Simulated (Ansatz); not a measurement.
Basis sets compared for Cu(NH3)(SH) (CuSNH4). Total charge 0; singlet. Geometry r2SCAN-D4/def2-TZVP. Ansatz on 4 threads of Arm Neoverse N1 on a shared host; times are rough, and most runs start from earlier orbitals.

```xyz
7

Cu   -0.057    0.628   -0.226
N     0.429   -1.233    0.044
H     1.152   -1.519   -0.612
H    -0.365   -1.855   -0.090
H     0.789   -1.396    0.981
S    -0.546    2.646   -0.567
H    -1.402    2.730    0.469
```

The 6-31G sets use Cartesian d functions. B3LYP takes the VWN-RPA correlation.

Binding counts from free atoms (Cu doublet, N quartet, H doublet, S triplet) in the same basis, without a counterpoise term.

```tsv
level	functions	energy (Eh)	HOMO (eV)	LUMO (eV)	binding per atom (eV)	wall time
HF/STO-3G	36	-2069.4358	-2.15	5.14	–	0.6 s
HF/6-31G	59	-2092.9181	-8.00	2.28	1.95	0.45 s
PBE-D4/def2-SVP	83	-2095.0379	-3.63	-1.13	3.12	1.1 s
B3LYP-D4/6-31G	59	-2095.6248	-4.83	-0.57	2.98	1.1 s
PBE0-D4/def2-SVP	83	-2095.0829	-4.91	-0.37	3.02	1.4 s
```

Q: Estimate the rows for PBE-D4/def2-TZVP (with forces), B3LYP-D4/def2-TZVP, PBE0-D4/def2-TZVP.

A: 
| level | functions | energy (Eh) | HOMO (eV) | LUMO (eV) | binding per atom (eV) | wall time |
| --- | --- | --- | --- | --- | --- | --- |
| PBE-D4/def2-TZVP (with forces) | 137 | -2095.5047 | -4.17 | -1.48 | 3.08 | 2 s |
| B3LYP-D4/def2-TZVP | 137 | -2096.0610 | -5.13 | -1.04 | 3.01 | 2.2 s |
| PBE0-D4/def2-TZVP | 137 | -2095.5348 | -5.35 | -0.69 | 2.99 | 2.2 s |
